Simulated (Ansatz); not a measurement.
```xyz
7

C     0.772    0.760    0.971
C     0.072    0.062    0.096
O    -0.444    0.513   -1.146
Al   -0.878   -1.144   -0.932
H     1.020    1.802    0.790
H     1.110    0.297    1.889
H    -1.651   -2.290   -1.668
```

The species carries charge 0 and has multiplicity 1.

(1) List the PBE/def2-TZVPP orbital energies in eV (the Gaussian-basis code of Ansatz). (An estimate is asked.)

Results:

(1) Computed: Occupied: -1507.35, -510.16, -269.86, -268.15, -107.66, -69.76, -69.59, -69.49, -24.95, -17.74, -12.80, -11.21, -10.46, -9.76, -9.12, -8.42, -5.80, -5.30. Lowest empty: -2.23, -1.69, -1.00, -0.05, 1.84, 2.12, 2.69, 2.95.
